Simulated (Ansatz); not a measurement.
Total energies of C2H5NSi, SMILES `C=C1N[SiH2]1`.

```xyz
9

C     0.362    0.213   -1.645
C     0.167    0.079   -0.340
N     0.328   -0.928    0.618
Si   -0.442    0.433    1.327
H     0.135    1.148   -2.138
H     0.759   -0.598   -2.248
H     0.280   -1.922    0.454
H    -1.897    0.409    1.602
H     0.308    1.166    2.370
```

The species carries charge 0 and has multiplicity 1. The structure was optimised at the PBE0-D4/def2-TZVP level. Basis def2-TZVPP, Ansatz 0.2.0.

RPA on PBE orbitals: Hartree–Fock energy of these orbitals -421.97385 Eh, correlation -1.07526 Eh (frozen core).

| functional | energy without D4 (Eh) | D4 term (kJ/mol) |
| --- | --- | --- |
| BLYP | -423.40806 | -37.3 |
| LC-ωPBE | -423.27611 | – |

Question: Give the same for LDA (SPW92), PBE, revPBE, r2SCAN, B97M-V, PBE0, B3LYP, r2SCANh, r2SCAN0, HSE06 (plane-wave form), BHLYP, CAM-B3LYP, ωB97X-V, ωB97M-V, B2PLYP, PBE-QIDH. (An estimate is asked.)

Answer: Computed: 
| functional | energy without D4 (Eh) | D4 term (kJ/mol) |
| --- | --- | --- |
| LDA (SPW92) | -421.11963 | – |
| PBE | -423.14220 | -16.6 |
| revPBE | -423.36555 | -53.5 |
| r2SCAN | -423.35675 | -4.0 |
| B97M-V | -423.38180 | – |
| PBE0 | -423.17854 | -13.9 |
| B3LYP | -423.48759 | -26.9 |
| r2SCANh | -423.34743 | -4.2 |
| r2SCAN0 | -423.33442 | -4.6 |
| HSE06 (plane-wave form) | -423.16460 | -12.9 |
| BHLYP | -423.37659 | -20.0 |
| CAM-B3LYP | -423.39658 | -14.0 |
| ωB97X-V | -423.37225 | – |
| ωB97M-V | -423.38120 | – |
| B2PLYP | -423.22502 | – |
| PBE-QIDH | -423.06862 | – |

B3LYP takes the VWN-RPA correlation (the form of Gaussian; ORCA's B3LYP/G). HSE06 is the plane-wave form, built on full-range PBE exchange. The double hybrids freeze the cores in their second-order part.

LC-ωPBE has ω = 0.4 bohr⁻¹.
